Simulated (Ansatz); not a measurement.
Species: As2 (charge -1, doublet). 
Geometry from a B3LYP-D3(BJ)/def2-TZVP (Ansatz, an electronic-structure program) optimisation:
```xyz
2

As     0.0000     0.0000    -1.1026
As     0.0000     0.0000     1.1026
```
Charge -1, spin multiplicity 2.

Basis-set convergence of Hartree-Fock and CCSD correlation energies (hartree) with Ansatz. Valence correlation only, unless marked. Open shells are spin-unrestricted. No spin-orbit coupling. Frozen are the shells of the preceding noble gas and the d and f shells that filled before the atom's block. No relativistic terms. This anion needs diffuse functions, which these sets lack.

The UHF reference is spin-contaminated (<S^2> 0.59 over the pure value in the largest basis). The T1 diagnostic of CCSD in the largest basis is 0.085, which is high, so the coupled-cluster rows are less sure than usual.

| basis | functions | E(HF) | E(corr, CCSD) |
|---|---|---|---|
| cc-pVDZ | 54 | -4468.36112 | -0.20688 |
| cc-pVTZ | 86 | -4468.51681 | -0.26151 |
| cc-pVQZ | 136 | -4468.52576 | -0.27850 |
| cc-pV5Z | 208 | (withheld) | (withheld) |

**Question.** Some entries are withheld; supply them.

**Answer.** 
- cc-pV5Z, E(HF): -4468.52747
- cc-pV5Z, E(corr, CCSD): -0.28513
